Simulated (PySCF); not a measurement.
# Peak assignment

Bonds (- single, = double, # triple, : aromatic): N1#C2, C2-C3, C3-C4, C4:C5, C5:C6, C6:C7, C7:C8, C8:C9, C9:C4. C3 carries H10, H11; C5 carries H12; C6 carries H13; C7 carries H14; C8 carries H15; C9 carries H16.

Calculated, not measured (PySCF): geometry: PBE0-D3(BJ)/def2-SVP, J couplings at B3LYP/pcJ-1 (without the spin–dipole term), GIAO PBE0/pcSseg-1 shieldings. Rapidly exchanging positions averaged, no relativistic terms, one conformer, gas phase.

δ = σ(ref) − σ, references computed at the same level: 13C (184.41 ppm), 1H (31.27 ppm) against TMS.

**Question.** Assign these signals to the numbered atoms. 13C{1H} NMR (computed): δ 136.7 (C), 135.3 (CH), 135.1 (CH), 134.2 (CH), 122.3 (C), 25.2 (CH2).

**Answer.** 
| δ (ppm) | atoms | environment | reason |
| --- | --- | --- | --- |
| 136.7 | C4 | substituted aromatic carbon | – |
| 135.3 | C5/C9 | aromatic CH | the aromatic region |
| 135.1 | C6/C8 | aromatic CH | – |
| 134.2 | C7 | aromatic CH | – |
| 122.3 | C2 | nitrile carbon | typical of a nitrile |
| 25.2 | C3 | sp3 CH2 on an aromatic ring | a saturated carbon with 2 carbon neighbours and no heteroatom attached |

C4 and C5/C9; C5/C9 and C6/C8; C6/C8 and C7 lie closer than the usual error of such a calculation, so a measured spectrum could show them in the other order.

**Question.** Assign these signals to the numbered atoms. 1H NMR (500 MHz, computed): δ 7.56 (m, 2H), 7.50 (m, 1H), 7.43 (m, 2H), 3.25 (s, 2H).

**Answer.** 
| δ (ppm) | atoms | environment | reason |
| --- | --- | --- | --- |
| 7.56 | H13/H15 | hydrogen on an aromatic CH | it sits in the deshielding region of the aromatic ring current |
| 7.50 | H14 | hydrogen on an aromatic CH | – |
| 7.43 | H12/H16 | hydrogen on an aromatic CH | – |
| 3.25 | H10/H11 | hydrogen on an sp3 CH2 on an aromatic ring | benzylic-type position, deshielded by the ring |

H13/H15 and H14; H14 and H12/H16 lie closer than the usual error of such a calculation, so a measured spectrum could show them in the other order.

Multiplet labels drop couplings under 1 Hz and merge nearly equal ones. Couplings among chemically equivalent protons are left out too, so labels in AA′BB′ or AA′XX′ sets are apparent multiplicities. Unscaled 3J(H,H) at this level run about 10 % above measured values. Shifts are as computed. Against solution values, carbons near 30 ppm lie about +2 ppm off and those near 130 ppm about +5 ppm. Of 1211 compounds with measured shifts, 218 miss one by over three times the rms of a fit or turn the order of signals round; such compounds aren't used in these exercises.
